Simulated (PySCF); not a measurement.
## C₆ coefficients of unlike pairs at PBE0

Calculated with PySCF 2.14 from the dipole response of each species, C₆(A,B) = (3/π) ∫ α_A(iu) α_B(iu) du, in atomic units, from isotropic polarisabilities. For ions this is the dispersion term alone; charge-induced terms of lower order in 1/R come first.

```json
{"species": "Rh⁺", "configuration": "[Kr] 4d8 (3F)", "basis": "aug-cc-pwCVTZ-DK (11s10p8d4f3g)", "relativity": "spin-free X2C", "α (bohr³)": "12.87", "C₆ (like pair)": "80.38"}
{"species": "Al²⁺", "configuration": "[Ne] 3s1 (2S)", "basis": "dyall-acv3z (19s12p6d4f)", "relativity": "none", "α (bohr³)": "14.17", "C₆ (like pair)": "38.67"}
{"species": "Ar²⁺", "configuration": "[Ne] 3s2 3p4 (3P)", "basis": "x2c-TZVPPall with one added diffuse shell each of s, p, d type (6s6p4d1f)", "relativity": "spin-free X2C", "α (bohr³)": "4.779", "C₆ (like pair)": "16.76"}
{"species": "Sn", "configuration": "[Kr] 4d10 5s2 5p2 (3P)", "basis": "aug-cc-pV5Z-PP with ECP28MDF (8s8p6d4f3g2h)", "relativity": "core potential", "α (bohr³)": "58.66", "C₆ (like pair)": "638.5"}
```

Problem. Estimate C₆ for Sn with Rh⁺.

Solution. The integral gives 205.5. The combination rule 2 C_A C_B / (C_A α_B/α_A + C_B α_A/α_B) gives 202.6 and the geometric mean 226.5.

No spin-orbit coupling is included.

The other pairs:

```tsv
pair	C₆
Al²⁺, Rh⁺	49.85
Sn, Al²⁺	156.9
Sn, Ar²⁺	88.10
Ar²⁺, Al²⁺	21.25
Ar²⁺, Rh⁺	36.41
```
